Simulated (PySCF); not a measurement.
## UHF on Ar⁺ (argon, charge +1)

Configuration: [Ne] 3s2 3p5, 2P determinant. All numbers are calculated (PySCF 2.14, no relativity, point nucleus, in aug-cc-pV(T+d)Z with one added diffuse shell each of s, p, d, f type (7s6p5d3f, 71 functions)).

* Total energy: -526.278294 hartree
* One-electron energy: -719.4437 hartree
* Hartree (Coulomb) energy: 223.0202 hartree
* Exchange energy: -29.8549 hartree
* Kinetic energy: 526.23567 hartree
* ⟨S²⟩: 0.7593
* ⟨L²⟩: 2.033
* Sum of ⟨r⟩: 13.81 bohr
* Sum of ⟨r²⟩: 20.21 bohr²
* Traceless quadrupole moment −½Σ⟨3z² − r²⟩ along its main axis: 1.12 e·bohr²
* Density at the nucleus (Gaussians lack the cusp): 3790 bohr⁻³
* Spin density at the nucleus: 0.195 bohr⁻³
* Langevin diamagnetic susceptibility: -16.0 ×10⁻⁶ cm³/mol

```json
{"shell": "1s α", "electrons": "1", "mean orbital energy (hartree)": "-119.14233", "spread (hartree)": "0", "rms radius, mean of both spins (bohr)": "0.0998"}
{"shell": "1s β", "electrons": "1", "mean orbital energy (hartree)": "-119.12768", "spread (hartree)": "0", "rms radius, mean of both spins (bohr)": "0.0998"}
{"shell": "2s α", "electrons": "1", "mean orbital energy (hartree)": "-12.84289", "spread (hartree)": "0", "rms radius, mean of both spins (bohr)": "0.448"}
{"shell": "2s β", "electrons": "1", "mean orbital energy (hartree)": "-12.82866", "spread (hartree)": "0", "rms radius, mean of both spins (bohr)": "0.448"}
{"shell": "2p α", "electrons": "3", "mean orbital energy (hartree)": "-10.09590", "spread (hartree)": "0.03095", "rms radius, mean of both spins (bohr)": "0.417"}
{"shell": "2p β", "electrons": "3", "mean orbital energy (hartree)": "-10.07038", "spread (hartree)": "0.02360", "rms radius, mean of both spins (bohr)": "0.417"}
{"shell": "3s α", "electrons": "1", "mean orbital energy (hartree)": "-1.78409", "spread (hartree)": "0", "rms radius, mean of both spins (bohr)": "1.49"}
{"shell": "3s β", "electrons": "1", "mean orbital energy (hartree)": "-1.64414", "spread (hartree)": "0", "rms radius, mean of both spins (bohr)": "1.49"}
{"shell": "3p α", "electrons": "3", "mean orbital energy (hartree)": "-1.07111", "spread (hartree)": "0.09074", "rms radius, mean of both spins (bohr)": "1.69"}
{"shell": "3p β", "electrons": "2", "mean orbital energy (hartree)": "-1.01547", "spread (hartree)": "0", "rms radius, mean of both spins (bohr)": "1.69"}
```

Spin-orbit constants ζ (cm⁻¹) from the X2C one-electron operator on these orbitals (non-relativistic here): bare nucleus, nucleus screened by l(l+1)(2l+1)/3 electrons, and screened by the Breit-Pauli mean field of the electrons.

```csv
shell,bare,screened nucleus,mean field
2p,12850,11420,10760
3p,1079,958.8,892.7
```

To first order the Landé constant is A = -892.7 cm⁻¹, so the lowest level has J = 3/2 and lies 0.0553 eV below the centre of the term.
